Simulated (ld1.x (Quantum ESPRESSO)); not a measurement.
## Pseudopotential generation for tellurium (Te): TM semilocal, PBE, scalar-relativistic.

ld1.x (Quantum ESPRESSO) 7.5 input, shortened:

```
&input
   title='Te', zed=52., rel=1, dft='PBE', iswitch=3,
   config='[Kr] 4d10 5s2 5p4'
 /
 &inputp
   pseudotype=1, tm=.true., lloc=1,
   nlcc=.true., rcore=0.85
 /
3
5S  1  0   2.00   0.00  1.75  1.75  0.0
4D  3  2  10.00   0.00  0.90  0.90  0.0
5P  2  1   4.00   0.00  2.05  2.05  0.0
 &test
   configts(1)='4d10 5s2 5p4'
 /
```

All-electron outer shells of the reference configuration (PBE, scalar-relativistic, ld1.x):

| shell | level (eV) | outermost node (bohr) | outermost maximum (bohr) |
| --- | --- | --- | --- |
| 4s | -164.39 | 0.38 | 0.70 |
| 4p | -114.41 | 0.38 | 0.74 |
| 4d | -41.65 | 0.36 | 0.81 |
| 5s | -15.11 | 0.91 | 1.80 |
| 5p | -5.95 | 1.00 | 2.17 |

Results:

| Item | Value |
| --- | --- |
| Cutoffs needed | 140 Ry and 160 Ry (the cutoffs (Ry, on a coarse ladder) from which the occupation-weighted sum of valence levels, in a spherical-Bessel basis at the reference potential, stays within 10 and 1 mRy of its value at 400 Ry) |
| Ghost test | no extra level below or beside the all-electron valence levels (s, d, p tested); the semilocal form is local in each channel, so this says nothing of the separable form that plane-wave codes build from it (spherical-Bessel basis up to 400 Ry, 20 bohr box) |
| Largest excitation error | -340 meV (all-electron minus pseudo) for 4d9 5s2 5p5, out of 7 test configurations |

Generation and tests took about 1.7 s on one core of a shared server CPU.
